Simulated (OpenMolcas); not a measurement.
# Ru²⁺: effect of the basis set

```
Program             : OpenMolcas 26.06
Method              : MS-CASPT2, IPEA 0.25 Eh, imaginary shift 0.1 Eh (closed shells correlated: 4s 4p)
Active space        : 6 electrons in 5 orbitals (4d)
State averaging     : 2S+1 = 5 even, 5 roots; 2S+1 = 3 even, 45 roots; 2S+1 = 1 even, 50 roots
Spin-orbit coupling : state interaction with AMFI integrals over the reference wave functions, term energies averaged over their components
```

A. ANO-R1 [6s4p3d1f], X2C, finite nucleus; CASPT2 step of the order of 10 core-seconds
B. ANO-RCC-VDZP [6s5p3d1f], DKH2, point nucleus; CASPT2 step of the order of 10 core-seconds
C. ANO-R2 [7s5p4d2f1g], X2C, finite nucleus; CASPT2 step roughly 16 core-seconds
D. ANO-RCC-VTZP [7s6p4d2f1g], DKH2, point nucleus; CASPT2 step roughly 18 core-seconds
E. ANO-R3 [8s6p5d3f2g1h], X2C, finite nucleus; CASPT2 step about 50 core-seconds
F. ANO-RCC-VQZP [8s7p5d3f2g1h], DKH2, point nucleus; CASPT2 step about 90 core-seconds

Energies in cm-1 above 4d6 5D4, the measured ground level; measured values from Moore, Atomic Energy Levels, vol. III, NSRDS-NBS 35 (1971 reprint of NBS Circular 467, 1958).

| Level | A | B | C | D | E | F | Measured |
| --- | --- | --- | --- | --- | --- | --- | --- |
| 4d6 5D4 | 0.0 | 0.0 | 0.0 | 0.0 | 0.0 | 0.0 | 0.0 |
| 4d6 5D3 | 1206 | 1213 | 1157 | 1156 | 1175 | 1171 | 1159 |
| 4d6 5D2 | 1909 | 1920 | 1846 | 1845 | 1867 | 1862 | 1826 |
| 4d6 5D1 | 2370 | 2380 | 2300 | 2290 | 2320 | 2310 | 2266 |
| 4d6 5D0 | 2590 | 2600 | 2510 | 2510 | 2540 | 2530 | 2476 |
| 4d6 3P2(1) | 15320 | 15360 | 15710 | 15740 | 15320 | 15340 |  |
| 4d6 3H6 | 16630 | 16570 | 16080 | 16140 | 15580 | 15590 |  |
| 4d6 3H5 | 16920 | 16870 | 16330 | 16380 | 15840 | 15850 |  |
| 4d6 3F3(1) | 18030 | 18070 | 17790 | 17860 | 17380 | 17380 |  |
| 4d6 3F2(1) | 18490 | 18530 | 18280 | 18360 | 17900 | 17900 |  |
| 4d6 3P1(1) | 18750 | 18810 | 18990 | 19010 | 18650 | 18660 |  |
| 4d6 3P0(1) | 19460 | 19530 | 19710 | 19740 | 19340 | 19350 |  |
| 4d6 3G5 | 20510 | 20510 | 19670 | 19710 | 19190 | 19220 |  |
| 4d6 3G4 | 21480 | 21490 | 20670 | 20710 | 20210 | 20220 |  |
| 4d6 3G3 | 21760 | 21780 | 20920 | 20970 | 20480 | 20490 |  |
| 4d6 3D2 | 24620 | 24670 | 23460 | 23550 | 23040 | 23040 |  |
| 4d6 3D1 | 24830 | 24880 | 23610 | 23700 | 23200 | 23200 |  |
| 4d6 3D3 | 25060 | 25100 | 23790 | 23880 | 23370 | 23370 |  |
| 4d6 1I6 | 25580 | 25510 | 24730 | 24790 | 23980 | 24040 |  |
| 4d6 1G4(1) | 26370 | 26460 | 25970 | 26060 | 25390 | 25390 |  |
| 4d6 1S0(1) | 28880 | 29090 | 28640 | 28710 | 28100 | 28100 |  |
| 4d6 1D2(1) | 30300 | 30280 | 29950 | 30010 | 29410 | 29430 |  |
| 4d6 1F3 | 34350 | 34380 | 32900 | 33020 | 32280 | 32310 |  |
| 4d6 3P0(2) | 38550 | 38570 | 37100 | 37210 | 36530 | 36560 |  |

Deviations, from unrounded energies. A percentage is the sum of absolute deviations over the sum of measured energies, with the sign that they share, or ± where signs differ.

```tsv
Against measurement	Levels	A	B	C	D	E	F
mean absolute deviation (cm-1)	4	87	98	21	21	43	38
fine structure of the ground term (%)	4	+4.5	+5.1	±1.1	±1.1	+2.2	+1.9
```

C, D lie about equally close to measurement and B furthest from it. The largest miss of D in the table is 4d6 5D0, by +34 cm-1. The ranking rests on the paired levels alone, and a cruder setting can come out closer through cancelling errors.

The two smallest mean deviations differ by little beside CASPT2's spread within terms, so their order carries little weight.

Among A to F the level of the table that moves most is 4d6 1F3, by 2100 cm-1 (lowest in E, highest in B). Moves below CASPT2's spread within the term are not significant.

CASPT2 breaks the degeneracy within a term, and the mean is taken; among the terms shown or strongly mixed into the levels shown the widest spread is 1800 cm-1 (4d6 1I, E). Levels of configurations with an s electron are missing; early in the row they begin among the upper levels of the d shell and mix with terms of their name. The CASPT2 spread within a term exceeds the gap to the next term for 4d6 3D and 4d6 1I, 4d6 1I and 4d6 1G(1), so the order of their levels is uncertain (figures for A; the like holds for B, C, D, E, F). Measured partners are found by configuration, term and J. A level has none where our copy of the source lacks it or the pairing is in doubt (some pairs that miss far off the trend of their configuration count as doubtful), and it then counts in no deviation. Levels of configurations outside the active space are missing. The table leaves out levels that lie high or whose names do not pair safely across all columns.

A number in round brackets counts repeated terms of one configuration in the order of the reference energies.
